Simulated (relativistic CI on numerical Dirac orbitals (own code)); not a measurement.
# Pd⁵⁺: 4s photoemission

Computed with this model: Dirac-Coulomb-Breit CI, separate exchange-only KLI orbitals for each configuration, model QED (radiative potential, 1s self-energy scaled to tabulated hydrogen-like ionisation energies), multiplet model of photoemission in the sudden approximation, unscaled Slater integrals; configurations [Kr] 4d5 → [Ar] 3d10 4s 4p6 4d5; 300 K; Lorentzian 2 eV and Gaussian 0.6 eV FWHM. Energies are those of the free ion, without screening or charge transfer. The energies are binding energies and can lie tens of eV above those of solids. Without intra-shell correlation the exchange splitting of an s hole comes out too large, often by half or more. S is read from ⟨S²⟩ = S(S + 1).

Field parameters in Wybourne normalisation: Oh B⁴₀ = 21Dq, B⁴₄ = √(5/14) B⁴₀. The field is a parameter set, without covalency.

Computed curve for free ion, scaled to 100 at the maximum (points under 2 are left out and the grid is thinned):

| Energy (eV) | Intensity |
| --- | --- |
| 165.8 | 2.0 |
| 166.6 | 2.5 |
| 167.2 | 3.0 |
| 168.0 | 3.9 |
| 168.6 | 4.8 |
| 169.4 | 6.8 |
| 170.0 | 9.3 |
| 170.8 | 15.2 |
| 171.4 | 23.8 |
| 172.2 | 49.4 |
| 172.8 | 83.4 |
| 173.6 | 94.5 |
| 174.2 | 61.0 |
| 175.0 | 29.0 |
| 175.6 | 18.0 |
| 176.4 | 11.0 |
| 177.0 | 8.2 |
| 177.8 | 6.1 |
| 178.4 | 5.2 |
| 179.2 | 4.5 |
| 179.8 | 4.4 |
| 180.6 | 4.4 |
| 181.2 | 4.5 |
| 182.0 | 5.0 |
| 182.6 | 5.8 |
| 183.4 | 7.9 |
| 184.0 | 10.8 |
| 184.8 | 19.1 |
| 185.4 | 32.5 |
| 186.2 | 63.4 |
| 186.8 | 69.1 |
| 187.6 | 39.2 |
| 188.2 | 22.6 |
| 189.0 | 12.4 |
| 189.6 | 8.5 |
| 190.4 | 5.6 |
| 191.0 | 4.3 |
| 191.8 | 3.1 |
| 192.4 | 2.5 |
| 193.2 | 2.0 |

The ground state has S = 2.49, and the centroid lies at 178.85 eV.
